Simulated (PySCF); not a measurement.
borazine (B3H6N3), SMILES B1NBNBN1. Atoms are numbered in the order given.

```xyz
12

B      1.4488     0.0000     0.0000
N      0.7046     1.2204     0.0000
B     -0.7244     1.2547     0.0000
N     -1.4092     0.0000     0.0000
B     -0.7244    -1.2547     0.0000
N      0.7046    -1.2204     0.0000
H      2.6559     0.0000     0.0000
H      1.2111     2.0977     0.0000
H     -1.3280     2.3001     0.0000
H     -2.4222     0.0000     0.0000
H     -1.3280    -2.3001     0.0000
H      1.2111    -2.0977     0.0000
```
Charge 0, spin multiplicity 1.

Geometry optimised at B3LYP-D3(BJ)/def2-SVP.

All values below come from M06-2X/def2-TZVP in PySCF.

Symmetry labels are those of the subgroup C2v that the program uses (full group D3h).

Computed valence orbital energies around the gap with their symmetry:
```json
[
 {"orbital": "HOMO−7", "symmetry": "A1", "energy (eV)": "-13.82"},
 {"orbital": "HOMO−6", "symmetry": "B1", "energy (eV)": "-13.82"},
 {"orbital": "HOMO−5", "symmetry": "A1", "energy (eV)": "-12.42"},
 {"orbital": "HOMO−4", "symmetry": "B2", "energy (eV)": "-12.01"},
 {"orbital": "HOMO−3", "symmetry": "A1", "energy (eV)": "-10.46"},
 {"orbital": "HOMO−2", "symmetry": "B1", "energy (eV)": "-10.46"},
 {"orbital": "HOMO−1", "symmetry": "A2", "energy (eV)": "-9.44"},
 {"orbital": "HOMO", "symmetry": "B2", "energy (eV)": "-9.44"},
 {"orbital": "LUMO", "symmetry": "A2", "energy (eV)": "1.20"},
 {"orbital": "LUMO+1", "symmetry": "B2", "energy (eV)": "1.20"},
 {"orbital": "LUMO+2", "symmetry": "A1", "energy (eV)": "1.28"},
 {"orbital": "LUMO+3", "symmetry": "A1", "energy (eV)": "1.89"}
]
```
